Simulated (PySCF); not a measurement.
Ru (SMILES [Ru]), quintet (core potentials on Ru). Base run: B3LYP/def2-SV(P) (PySCF).

The PySCF input:
```python
from pyscf import gto, scf, dft

mol = gto.M(
    atom='''
Ru    0.000000    0.000000    0.000000
''',
    basis='def2-sv(p)',
    ecp={'Ru': 'def2-sv(p)'},
    charge=0,
    spin=4,
    verbose=3,
)

mf = dft.UKS(mol)
mf.xc = 'b3lyp'
mf.kernel()
```

The base run was repeated with changes; each row names its change, and settings that it needs were set with it.

| change | E (Eh) | HOMO (eV) | <S^2> | outcome |
|---|---|---|---|---|
| base | -94.81375 | -5.16 | 6.001 | converged |
| functional = pbe0 | -94.76923 | -5.31 | 6.000 | converged |
| functional = lda,vwn | -94.57497 | -4.05 | 6.000 | converged |
| functional = blyp | -94.74989 | -3.98 | 6.001 | converged |
| functional = camb3lyp | -94.73124 | -6.24 | 6.001 | converged |
| functional = wb97x_v | -94.72285 | -6.84 | 6.001 | converged |
| functional = o3lyp | -94.89784 | -4.55 | 6.001 | converged |
| functional = mn15 | - | - | - | not converged |
| functional = wb97m_v | -94.68491 | -6.90 | 6.002 | converged |
| functional = mn12l | -93.99806 | -4.45 | 6.003 | converged |
| functional = m06 | -94.75607 | -5.05 | 6.006 | converged |
| functional = b3lyp; dispersion = d3bjm | -94.81375 | -5.16 | 6.001 | converged |
| functional = b97-1 | -94.74482 | -4.92 | 6.001 | converged |

Absolute energies of different levels of theory aren't comparable as measures of quality.

Open shells are given as the SCF converged; they aren't shown to be the lowest states, and a large step between rows can be another state.
